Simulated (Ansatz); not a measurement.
Species: KOH, net charge 0, singlet state. SMILES: [OH][K]

Atoms: K1, O2, H3. Bonds: K1-O2, O2-H3.

Bond lengths (Å) and angles (degrees) optimised at HF/STO-3G with Ansatz (a quantum-chemistry and plane-wave program); HF/6-31G* with LANL2DZ past Ar with Ansatz; B3LYP/LANL2DZ with Ansatz; B3LYP/6-31G* with LANL2DZ past Ar with Ansatz, each started from the B3LYP-D3(BJ)/def2-TZVP structure (Ansatz) of the last column. A row stands for all coordinates that are equal there. 6-31G* holds six Cartesian d functions. No wavenumbers were computed at HF/STO-3G, B3LYP/LANL2DZ, so these may be saddle points.

| coordinate | HF/STO-3G | HF/6-31G* with LANL2DZ past Ar | B3LYP/LANL2DZ | B3LYP/6-31G* with LANL2DZ past Ar | B3LYP-D3(BJ)/def2-TZVP |
|---|---|---|---|---|---|
| K1-O2 | 2.157 | 2.274 | 2.268 | 2.276 | 2.222 |
| O2-H3 | 0.988 | 0.944 | 0.975 | 0.964 | 0.957 |
| K1-O2-H3 | 180.0 | 180.0 | 180.0 | 180.0 | 180.0 |

Mean signed difference of all 2 bond lengths from B3LYP-D3(BJ)/def2-TZVP: HF/STO-3G -0.017 Å, HF/6-31G* with LANL2DZ past Ar 0.019 Å, B3LYP/LANL2DZ 0.032 Å, B3LYP/6-31G* with LANL2DZ past Ar 0.030 Å.
